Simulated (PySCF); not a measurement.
**Ionisation energy of Ge⁺ by level of theory**

Ge⁺ [Ar] 3d10 4s2 4p1 (2P) → Ge²⁺ [Ar] 3d10 4s2 (1S), as a difference of total energies. All numbers are calculated (PySCF 2.14, a scalar-relativistic core potential, in cc-pVTZ-PP with ECP10MDF (5s4p3d1f, 39 functions)). Correlated levels: valence: 3s2 3p6 3d10 frozen. The calculations carry no spin-orbit coupling.

Problem. Order these methods by the ionisation energy they give, lowest first.
A. UHF
B. BP86
C. CCSD(T) (valence)
D. SCS-MP2 (valence)

Solution. A (15.246 eV), D (15.469 eV), C (15.576 eV), B (15.828 eV).

Errors of the correlated levels include the incompleteness of this basis and the frozen core.

For comparison: 15.789 eV (measured; NIST levels, between the centres of gravity of the two terms).
